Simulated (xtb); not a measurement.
FOS (SMILES O=[S]F), doublet, geometry from GFN2-xTB; GFN2-xTB run with xtb 6.7.1.

Input for xtb:
```
$ xtb mol.xyz --gfn 2 --uhf 1 --opt --json

# file mol.xyz
3

O     -1.19502904    -0.51179322     0.02875724
S     -0.14028508     0.46479902     0.00071897
F      1.31164375    -0.37138205    -0.02684017
```

Output, abridged:

```
   ID    Z sym.   atoms
    1    8 O      1
    2   16 S      2
    3    9 F      3

           -------------------------------------------------
          |                Calculation Setup                |
           -------------------------------------------------

           -------------------------------------------------
          |                 G F N 2 - x T B                 |
           -------------------------------------------------

          ...................................................
          :                      SETUP                      :
          :.................................................:
          :  # basis functions                  18          :
          :  # atomic orbitals                  17          :
          :  # shells                            7          :
          :  # electrons                        19          :
          :  max. iterations                   250          :
          :  Hamiltonian                  GFN2-xTB          :
          :  restarted?                      false          :
          :  GBSA solvation                  false          :
          :  PC potential                    false          :
          :  electronic temp.          300.0000000     K    :
          :  accuracy                    1.0000000          :
          :  -> integral cutoff          0.2500000E+02      :
          :  -> integral neglect         0.1000000E-07      :
          :  -> SCF convergence          0.1000000E-05 Eh   :
          :  -> wf. convergence          0.1000000E-03 e    :
          :  Broyden damping             0.4000000          :
          :  net charge                          0          :
          :  unpaired electrons                  1          :
          ...................................................

 iter      E             dE          RMSdq      gap      omega  full diag
   1    -12.0244139 -0.120244E+02  0.955E+00    3.21       0.0  T
   2    -12.0400731 -0.156592E-01  0.391E+00    3.05       1.0  T
   3    -12.0407472 -0.674115E-03  0.126E+00    2.99       1.0  T
   4    -12.0408426 -0.953618E-04  0.286E-01    2.98       1.0  T
   5    -12.0408487 -0.614288E-05  0.139E-01    2.98       1.0  T
   6    -12.0408497 -0.959987E-06  0.393E-02    2.98       1.5  T
   7    -12.0408498 -0.111966E-06  0.638E-03    2.98       9.1  T
   8    -12.0408498 -0.369359E-07  0.200E-03    2.98      28.9  T
   9    -12.0408498 -0.523684E-09  0.611E-04    2.98      94.6  T
  10    -12.0408498 -0.120592E-09  0.223E-04    2.98     259.4  T

   *** convergence criteria satisfied after 10 iterations ***

         :::::::::::::::::::::::::::::::::::::::::::::::::::::
         ::                     SUMMARY                     ::
         :::::::::::::::::::::::::::::::::::::::::::::::::::::
         :: total energy             -12.016355777638 Eh    ::
         :: gradient norm              0.000017143696 Eh/a0 ::
         :: HOMO-LUMO gap              2.979591795301 eV    ::
         ::.................................................::
         :: SCC energy               -12.040849829873 Eh    ::
         :: -> isotropic ES            0.036191780482 Eh    ::
         :: -> anisotropic ES          0.001286030128 Eh    ::
         :: -> anisotropic XC         -0.001800153441 Eh    ::
         :: -> dispersion             -0.001034211468 Eh    ::
         :: repulsion energy           0.024494052235 Eh    ::
         :: add. restraining           0.000000000000 Eh    ::
         :: total charge               0.000000000000 e     ::
         :::::::::::::::::::::::::::::::::::::::::::::::::::::

      -----------------------------------------------------------
     |                   =====================                   |
     |                        A N C O P T                        |
     |                   =====================                   |
     |               Approximate Normal Coordinate               |
[...]
 * total energy  :   -12.0163558 Eh     change       -0.3935874E-10 Eh
   *** GEOMETRY OPTIMIZATION CONVERGED AFTER 1 ITERATIONS ***
         :: total energy             -12.016355777677 Eh    ::
[...]
         :: -> dispersion             -0.001034208780 Eh    ::
         :: repulsion energy           0.024494052235 Eh    ::
         :: add. restraining           0.000000000000 Eh    ::
         :: total charge               0.000000000000 e     ::
         :::::::::::::::::::::::::::::::::::::::::::::::::::::

           -------------------------------------------------
          |                Property Printout                |
           -------------------------------------------------

    * Orbital Energies and Occupations

         #    Occupation            Energy/Eh            Energy/eV
      -------------------------------------------------------------
         1        2.0000           -0.8322812             -22.6475
         2        2.0000           -0.7779872             -21.1701
         3        2.0000           -0.6758434             -18.3906
         4        2.0000           -0.5693007             -15.4915
         5        2.0000           -0.5488493             -14.9349
         6        2.0000           -0.5471733             -14.8893
         7        2.0000           -0.5117651             -13.9258
         8        2.0000           -0.5056362             -13.7591
         9        2.0000           -0.4858226             -13.2199
        10        1.0000           -0.3577261              -9.7342 (HOMO)
        11                         -0.2482283              -6.7546 (LUMO)
        12                         -0.1646055              -4.4791
        13                         -0.0333366              -0.9071
        14                          0.0658081               1.7907
        15                          0.0691827               1.8826
        16                          0.2603092               7.0834
        17                          0.9625832              26.1932
      -------------------------------------------------------------
                  HL-Gap            0.1094978 Eh            2.9796 eV
             Fermi-level           -0.3623758 Eh           -9.8607 eV

     #   Z          covCN         q      C6AA      α(0)
     1   8 O        0.860    -0.402    21.724     6.249
     2  16 S        1.645     0.694   115.846    18.120
     3   9 F        0.785    -0.291    12.222     4.130

 Mol. C6AA /au·bohr⁶  :        350.680544
 Mol. C8AA /au·bohr⁸  :      12045.926771
 Mol. α(0) /au        :         28.498596

Wiberg/Mayer (AO) data.
largest (>0.10) Wiberg bond orders for each atom

 ---------------------------------------------------------------------------
     #   Z sym  total        # sym  WBO       # sym  WBO       # sym  WBO
 ---------------------------------------------------------------------------
     1   8 O    2.157 --     2 S    2.053     3 F    0.104
     2  16 S    3.059 --     1 O    2.053     3 F    1.006
     3   9 F    1.110 --     2 S    1.006     1 O    0.104
 ---------------------------------------------------------------------------

Topologies differ in total number of bonds
Writing topology from bond orders to xtbtopo.mol

molecular dipole:
                 x           y           z       tot (Debye)
 q only:        0.002       1.203      -0.006
   full:       -0.002       1.048      -0.005       2.664
molecular quadrupole (traceless):
                xx          xy          yy          xz          yz          zz
 q only:       -3.799      -0.800       1.912       0.129       0.017       1.886
  q+dip:       -4.640      -0.681       1.771       0.168       0.020       2.869
   full:       -4.416      -1.037       1.652       0.163       0.028       2.764

optimized geometry written to: xtbopt.xyz

           -------------------------------------------------
          | TOTAL ENERGY              -12.016355777677 Eh   |
          | GRADIENT NORM               0.000019054725 Eh/α |
          | HOMO-LUMO GAP               2.979586920722 eV   |
           -------------------------------------------------

normal termination of xtb
```
